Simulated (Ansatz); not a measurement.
Ansatz results at the PBE0-D4/def2-TZVP geometry: size of the dipole moment (B3LYP/def2-TZVPP) 1.99 D; LUMO energy (ωB97M-V/def2-TZVPP) 0.81 eV; HOMO–LUMO gap (PBE/def2-TZVPP) 5.07 eV.

Each molecule was computed in one conformer, which needn't be the lowest.

(1) Which molecule gave them?
A. `Cl[SiH2][CH2][GaH2]`
B. `F[SiH2]O[SiH2][SiH3]`
C. `F[SiH]1C=C[SiH2]1`
D. `F[SiH]1C[S][Al]1[Cl]`

Answers

(1) A. The others give `F[SiH]1C=C[SiH2]1`: 1.66, 1.04, 4.58; `F[SiH]1C[S][Al]1[Cl]`: 0.85, -0.18, 3.69; `F[SiH2]O[SiH2][SiH3]`: 1.22, 1.19, 5.50.

B3LYP here is the variant with VWN-RPA as its local correlation; programs differ in this.
